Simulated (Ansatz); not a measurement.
C3H7Al, SMILES `C=[C](C)[AlH2]`, relaxed with RKS PBE-D4/def2-SVP in Ansatz from a rough embedded geometry. The force threshold is 0.03 eV/Å; the program also tests the step.

Total charge 0; spin multiplicity 1.

Start:

```xyz
11

C     0.743   -1.014    0.801
C     0.128   -0.145    0.087
C     0.301   -0.121   -1.398
Al   -1.100    1.177    0.986
H     0.573   -1.131    1.905
H     1.424   -1.804    0.372
H    -0.329   -0.816   -1.877
H     0.093    0.944   -1.764
H     1.417   -0.321   -1.686
H    -1.359    1.041    2.516
H    -1.891    2.192    0.057
```

(1) How much energy does the relaxation release, and in how many steps? (An estimate is asked.)

(2) Which bonds change most? (An estimate is asked.)

(3) Give the relaxed structure. (Best estimate.)

Answers

(1) The calculation gave: 43.87 kJ/mol, in 14 steps, 1 of them rejected.

(2) The calculation gave: C1–C2 from 1.282 to 1.358 Å; C3–H7 from 1.053 to 1.112 Å; C3–H9 from 1.170 to 1.112 Å; C2–Al4 from 2.016 to 1.965 Å.

(3) The calculation gave: 
```xyz
11

C     0.797   -0.949    0.868
C     0.104   -0.115    0.050
C     0.342   -0.104   -1.442
Al   -1.195    1.050    0.952
H     0.635   -0.969    1.960
H     1.563   -1.653    0.483
H    -0.589   -0.341   -2.001
H     0.652    0.904   -1.794
H     1.123   -0.831   -1.753
H    -1.340    0.908    2.544
H    -2.092    2.101    0.133
```
